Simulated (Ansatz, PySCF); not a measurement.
C3H9Ga, charge -1, doublet, at the geometry of the source list (a state made from the parent by changing its charge; the spin is typed, not shown lowest) (in this run its highest filled SCF level lies above zero, so its values depend strongly on the basis, on diffuse functions most of all), atoms displaced at random by about 0.03 Å a coordinate. Base run: PySCF with HF/STO-3G, gradient.

Input for PySCF:
```python
from pyscf import gto, scf

mol = gto.Mole()
mol.atom = '''
    Ga   -0.040314   -0.013569    0.032130
    C    -1.477522   -1.491323   -0.117664
    H    -1.168584   -2.117264   -0.921846
    H    -2.412484   -1.038417   -0.430378
    H    -1.539587   -2.014306    0.754352
    C    -0.176956    1.726087   -1.136905
    H     0.646666    1.836052   -1.864786
    H    -0.047304    2.604312   -0.467999
    H    -1.140241    1.776580   -1.630945
    C     1.581928   -0.222328    1.268511
    H     1.987967    0.717916    1.610023
    H     2.412629   -0.792919    0.716467
    H     1.305782   -0.918114    2.099512
'''
mol.basis = 'sto-3g'
mol.charge = -1
mol.spin = 1
mol.verbose = 3
mol.build()

mf = scf.UHF(mol)
mf.kernel()
g = mf.nuc_grad_method()
grad = g.kernel()
```

Programs used: Ansatz (a quantum-chemistry and plane-wave program), PySCF; a row that names a program was run with it.

The coordinate followed is z of atom 11.

Variants of this job, named by their change:

```json
[
 {"change": "base", "dE/dx (Eh/bohr)": "-0.011016", "net force (Eh/bohr)": "0.000000"},
 {"change": "code = ansatz", "dE/dx (Eh/bohr)": "-0.009041", "net force (Eh/bohr)": "0.000000"},
 {"change": "density fitting = on; auxbasis_response = off", "dE/dx (Eh/bohr)": "-0.011033", "net force (Eh/bohr)": "0.000036"},
 {"change": "density fitting = on", "dE/dx (Eh/bohr)": "-0.011020", "net force (Eh/bohr)": "0.000000"},
 {"change": "conv_tol = 1e-4", "dE/dx (Eh/bohr)": "-0.010949", "net force (Eh/bohr)": "0.000000"},
 {"change": "finite difference step (bohr) = 1e-3; conv_tol = 1e-11", "dE/dx (Eh/bohr)": "-0.011016", "net force (Eh/bohr)": "-"},
 {"change": "conv_tol = 1e-11", "dE/dx (Eh/bohr)": "-0.011016", "net force (Eh/bohr)": "0.000000"},
 {"change": "finite difference step (bohr) = 1e-5; conv_tol = 1e-11", "dE/dx (Eh/bohr)": "-0.011015", "net force (Eh/bohr)": "-"},
 {"change": "conv_tol = 1e-6", "dE/dx (Eh/bohr)": "-0.011017", "net force (Eh/bohr)": "0.000000"},
 {"change": "finite difference step (bohr) = 1e-4; conv_tol = 1e-11", "dE/dx (Eh/bohr)": "-0.011016", "net force (Eh/bohr)": "-"},
 {"change": "finite difference step (bohr) = 0.01; conv_tol = 1e-11", "dE/dx (Eh/bohr)": "-0.011014", "net force (Eh/bohr)": "-"},
 {"change": "finite difference step (bohr) = 0.05; conv_tol = 1e-11", "dE/dx (Eh/bohr)": "-0.010968", "net force (Eh/bohr)": "-"}
]
```

The net force is zero for an exact gradient.

Open shells are given as the SCF converged; they aren't shown to be the lowest states, and a large step between rows can be another state.
